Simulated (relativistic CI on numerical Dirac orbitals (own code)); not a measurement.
**W4+: 5p photoemission**

Computed with this model: Dirac-Coulomb-Breit CI, separate exchange-only KLI orbitals for each configuration, model QED (radiative potential, 1s self-energy scaled to tabulated hydrogen-like ionisation energies), valence Slater integrals scaled by 0.8, multiplet model of photoemission in the sudden approximation; configurations [Xe] 4f14 5d2 → [Kr] 4d10 4f14 5s2 5p5 5d2; 80 K; Lorentzian 1.05 eV and Gaussian 0.6 eV FWHM. Energies are those of the free ion, without screening or charge transfer. The energies are binding energies and can lie tens of eV above those of solids. S is read from ⟨S²⟩ = S(S + 1).

Field parameters in Wybourne normalisation: Td as Oh with Dq negative (B⁴₀ = 21Dq, B⁴₄ = √(5/14) B⁴₀). The field is a parameter set, without covalency.

free ion: ground-state S = 0.94, centroid 93.68 eV. Peaks (eV, height): 89.4 (100), 94.8 (19), 96.8 (11), 101.4 (45), 107.4 (29).

Td, 10Dq = -3800 cm⁻¹: ground-state S = 0.96, centroid 93.71 eV. Peaks (eV, height): 88.2 (79), 89.6 (100), 95.0 (18), 97.0 (12), 101.4 (38), 107.4 (24).

Td, 10Dq = -10400 cm⁻¹: ground-state S = 0.98, centroid 93.77 eV. Peaks (eV, height): 88.4 (100), 89.8 (98), 95.4 (17), 97.2 (12), 100.8 (50), 106.8 (16), 107.8 (14).

Td, 10Dq = -17050 cm⁻¹: ground-state S = 0.99, centroid 93.81 eV. Peaks (eV, height): 88.6 (100), 89.8 (82), 96.8 (15), 101.0 (50), 107.4 (14).

Strongest unbroadened transitions for Td, 10Dq = -17050 cm⁻¹:

```csv
Energy (eV),Relative strength
88.46,49.7
88.48,100.0
89.70,70.0
90.06,11.1
90.11,17.1
90.20,4.2
90.43,17.5
90.62,7.0
90.83,3.8
90.96,18.3
95.95,9.9
96.84,11.0
98.21,7.2
100.68,35.5
101.05,51.0
102.13,6.5
107.38,20.4
108.78,6.1
```
